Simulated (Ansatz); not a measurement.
Computed with Ansatz on PBE0-D4/def2-TZVP structures; ΔE is electronic, products minus reactants. CCSD(T)/CBS is the MP2 limit (def2-TZVPP, def2-QZVPP) plus CCSD(T) − MP2 in def2-TZVPP, frozen cores. This one scheme is used for every species. DFT in def2-TZVPP. For Ge outer-core shells are correlated without core-valence functions, which leaves a few kJ/mol of doubt a bond. Scalar relativity is left out up to krypton. One conformer a species, not always the lowest.

`ClBC[O][GeH3]` + H₂O → `OCBCl` + `[OH][GeH3]`  (formal hydrolysis of a C–O bond)

Task: Is it downhill or uphill in electronic energy at CCSD(T)/CBS, and by how much? (Best estimate.)

Result: The calculation gave: Nearly level: ΔE = -2.0 kJ/mol.

Task: What do these levels give: ωB97M-V, B2PLYP, r2SCAN, SCS-MP2/def2-TZVPP, CCSD/def2-TZVPP, MP2/CBS(def2)? (An estimate is asked.)

Result: Ansatz gave: ωB97M-V -7.2, B2PLYP -8.3, r2SCAN -10.5, SCS-MP2/def2-TZVPP -3.0, CCSD/def2-TZVPP -3.6, MP2/CBS(def2) -1.2 kJ/mol.

Largest T1 diagnostic among the species: 0.012.

In def2-TZVPP, CCSD(T) changes the Hartree–Fock value by +5.9 kJ/mol (the triples alone add +0.8 kJ/mol) and MP2 by +6.6 kJ/mol. The D4 term adds +6.6 kJ/mol with B3LYP and +3.9 kJ/mol with PBE0; it sums over pairs of atoms, weighted by their polarisabilities, and B3LYP, whose exchange is more repulsive, gets the larger term.

B3LYP here is the variant with VWN-RPA as its local correlation; programs differ in this.
